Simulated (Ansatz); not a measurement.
Ansatz (a first-principles code) input (B3LYP-D3(BJ)/def2-TZVP):

Ansatz 0.2 input:
```yaml
crystal:
  periodic: [false, false, false]
  atoms:
    - {symbol: Y, position_ang: [0.44514175, 0.31542447, -0.24083734]}
    - {symbol: O, position_ang: [-0.54121607, 1.54806852, -1.13080838]}
    - {symbol: Cl, position_ang: [-0.76651763, -1.45212367, 1.08465432]}
basis:
  gaussian:
    orbitals: def2-TZVP
hamiltonian:
  xc: b3lyp
  dispersion: d3bj
phonons: {temperatures: {t_min: 298.15, t_max: 298.15, t_step: 100}}
```

Output:

```
Functional definition: B3LYP
integrals: 0.03 GiB planned
781 factors; their error is unknown
mean field: 0.31 GiB planned
mean field evaluation 1: about -15602.5858 eV, gradient 8.8e1 eV
mean field evaluation 2: about -15370.0229 eV, gradient 2.1e2 eV
mean field evaluation 4: about -15616.3554 eV, gradient 2.2e1 eV
mean field evaluation 8: about -15617.3007 eV, gradient 1.2e-1 eV
mean field evaluation 16: about -15617.3497 eV, gradient 2.7e-4 eV
mean field -15617.34966986 eV, -573.9270145475 hartree, gradient 5.6e-5 eV, S^2 0.000000; 0 other end points of the search recorded, 0 dependent functions left out
the calculation of the forces begins
reference -15617.34992635 eV, -573.9270239734 hartree; 18, 18 occupied and 90, 90 virtual orbitals, 781 factors
these checks for a lower state are left out or cut short: stability, starts, cluster_reference, orbital_swaps, neighbouring_geometries, increment
integrals: 0.03 GiB planned
781 factors; their error is unknown
mean field: 0.31 GiB planned
mean field -15617.34958267 eV, -573.9270113434 hartree, gradient 2.6e-6 eV, S^2 0.000000; 0 other end points of the search recorded, 0 dependent functions left out
the calculation of the forces begins
reference -15617.34983915 eV, -573.9270207690 hartree; 18, 18 occupied and 90, 90 virtual orbitals, 781 factors
these checks for a lower state are left out or cut short: stability, starts, cluster_reference, orbital_swaps, neighbouring_geometries, increment
integrals: 0.03 GiB planned
781 factors; their error is unknown
mean field: 0.31 GiB planned
mean field evaluation 32: about -15617.3496 eV, gradient 3.4e-4 eV
mean field -15617.34956487 eV, -573.9270106892 hartree, gradient 2.6e-6 eV, S^2 0.000000; 0 other end points of the search recorded, 0 dependent functions left out
the calculation of the forces begins
reference -15617.34982137 eV, -573.9270201156 hartree; 18, 18 occupied and 90, 90 virtual orbitals, 781 factors
these checks for a lower state are left out or cut short: stability, starts, cluster_reference, orbital_swaps, neighbouring_geometries, increment
integrals: 0.03 GiB planned
781 factors; their error is unknown
mean field: 0.31 GiB planned
mean field -15617.34964497 eV, -573.9270136330 hartree, gradient 2.6e-6 eV, S^2 0.000000; 0 other end points of the search recorded, 0 dependent functions left out
the calculation of the forces begins
reference -15617.34990148 eV, -573.9270230593 hartree; 18, 18 occupied and 90, 90 virtual orbitals, 781 factors
these checks for a lower state are left out or cut short: stability, starts, cluster_reference, orbital_swaps, neighbouring_geometries, increment
integrals: 0.03 GiB planned
781 factors; their error is unknown
mean field: 0.31 GiB planned
mean field -15617.34964219 eV, -573.9270135307 hartree, gradient 2.6e-6 eV, S^2 0.000000; 0 other end points of the search recorded, 0 dependent functions left out
the calculation of the forces begins
reference -15617.34989867 eV, -573.9270229563 hartree; 18, 18 occupied and 90, 90 virtual orbitals, 781 factors
these checks for a lower state are left out or cut short: stability, starts, cluster_reference, orbital_swaps, neighbouring_geometries, increment
integrals: 0.03 GiB planned
781 factors; their error is unknown
mean field: 0.31 GiB planned
mean field -15617.34961665 eV, -573.9270125921 hartree, gradient 2.6e-6 eV, S^2 0.000000; 0 other end points of the search recorded, 0 dependent functions left out
the calculation of the forces begins
reference -15617.34987317 eV, -573.9270220191 hartree; 18, 18 occupied and 90, 90 virtual orbitals, 781 factors
these checks for a lower state are left out or cut short: stability, starts, cluster_reference, orbital_swaps, neighbouring_geometries, increment
integrals: 0.03 GiB planned
781 factors; their error is unknown
mean field: 0.31 GiB planned
mean field evaluation 64: about -15617.3496 eV, gradient 3.5e-4 eV
mean field -15617.34956395 eV, -573.9270106554 hartree, gradient 2.6e-6 eV, S^2 0.000000; 0 other end points of the search recorded, 0 dependent functions left out
the calculation of the forces begins
reference -15617.34982042 eV, -573.9270200804 hartree; 18, 18 occupied and 90, 90 virtual orbitals, 781 factors
these checks for a lower state are left out or cut short: stability, starts, cluster_reference, orbital_swaps, neighbouring_geometries, increment
integrals: 0.03 GiB planned
781 factors; their error is unknown
mean field: 0.31 GiB planned
mean field -15617.34965400 eV, -573.9270139646 hartree, gradient 2.6e-6 eV, S^2 0.000000; 0 other end points of the search recorded, 0 dependent functions left out
the calculation of the forces begins
reference -15617.34991048 eV, -573.9270233903 hartree; 18, 18 occupied and 90, 90 virtual orbitals, 781 factors
these checks for a lower state are left out or cut short: stability, starts, cluster_reference, orbital_swaps, neighbouring_geometries, increment
integrals: 0.03 GiB planned
781 factors; their error is unknown
mean field: 0.31 GiB planned
mean field -15617.34964925 eV, -573.9270137900 hartree, gradient 2.6e-6 eV, S^2 0.000000; 0 other end points of the search recorded, 0 dependent functions left out
the calculation of the forces begins
reference -15617.34990575 eV, -573.9270232163 hartree; 18, 18 occupied and 90, 90 virtual orbitals, 781 factors
these checks for a lower state are left out or cut short: stability, starts, cluster_reference, orbital_swaps, neighbouring_geometries, increment
integrals: 0.03 GiB planned
781 factors; their error is unknown
mean field: 0.31 GiB planned
mean field -15617.34961199 eV, -573.9270124208 hartree, gradient 2.9e-6 eV, S^2 0.000000; 0 other end points of the search recorded, 0 dependent functions left out
the calculation of the forces begins
reference -15617.34986847 eV, -573.9270218462 hartree; 18, 18 occupied and 90, 90 virtual orbitals, 781 factors
these checks for a lower state are left out or cut short: stability, starts, cluster_reference, orbital_swaps, neighbouring_geometries, increment
integrals: 0.03 GiB planned
781 factors; their error is unknown
mean field: 0.31 GiB planned
mean field evaluation 96: about -15617.3497 eV, gradient 9.5e-7 eV
mean field -15617.34968250 eV, -573.9270150121 hartree, gradient 9.5e-7 eV, S^2 0.000000; 0 other end points of the search recorded, 0 dependent functions left out
the calculation of the forces begins
reference -15617.34993901 eV, -573.9270244386 hartree; 18, 18 occupied and 90, 90 virtual orbitals, 781 factors
these checks for a lower state are left out or cut short: stability, starts, cluster_reference, orbital_swaps, neighbouring_geometries, increment
integrals: 0.03 GiB planned
781 factors; their error is unknown
mean field: 0.31 GiB planned
mean field -15617.34966167 eV, -573.9270142465 hartree, gradient 1.5e-6 eV, S^2 0.000000; 0 other end points of the search recorded, 0 dependent functions left out
the calculation of the forces begins
reference -15617.34991816 eV, -573.9270236723 hartree; 18, 18 occupied and 90, 90 virtual orbitals, 781 factors
these checks for a lower state are left out or cut short: stability, starts, cluster_reference, orbital_swaps, neighbouring_geometries, increment
integrals: 0.03 GiB planned
781 factors; their error is unknown
mean field: 0.31 GiB planned
mean field -15617.34966921 eV, -573.9270145237 hartree, gradient 1.5e-6 eV, S^2 0.000000; 0 other end points of the search recorded, 0 dependent functions left out
the calculation of the forces begins
reference -15617.34992571 eV, -573.9270239498 hartree; 18, 18 occupied and 90, 90 virtual orbitals, 781 factors
Total energy: -15617.49223162 eV, -573.9322535955 hartree
Atom 0 at     0.445142     0.315424    -0.240837 Å, force    -0.001481     0.000451    -0.000304 eV/Å
Atom 1 at    -0.541216     1.548069    -1.130808 Å, force     0.000943    -0.001484     0.001076 eV/Å
Atom 2 at    -0.766518    -1.452124     1.084654 Å, force     0.000538     0.001033    -0.000771 eV/Å
Dipole moment:     1.559092    -0.018926    -0.015331 e Å
Vibrations: 129.31 328.37 853.91 cm⁻¹, zero-point energy 0.081308 eV
```
